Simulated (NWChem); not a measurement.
# CaO; SMILES [O]=[Ca]

```xyz
2

Ca     0.0000     0.0000    -0.6226
O      0.0000     0.0000     1.4135
```
Atoms are numbered in this order, from 1.

Coordinates come from a B3LYP/6-31G* (spherical d) optimisation. B3LYP is NWChem's, with the RPA form of VWN correlation.

Q: Give the principal values of the shielding tensors (ppm) of Ca1, O2 from B3LYP/6-31G* (spherical d), GIAO (NWChem), with their diamagnetic and paramagnetic parts as GIAO splits them.

A: 
| atom | σ11 | σ22 | σ33 | isotropic | diamagnetic | paramagnetic |
|---|---|---|---|---|---|---|
| Ca1 | 1423.0 | 2690.5 | 2690.5 | 2268.0 | 1422.4 | 845.6 |
| O2 | -8856.8 | -8856.8 | 414.9 | -5766.2 | 393.4 | -6159.7 |
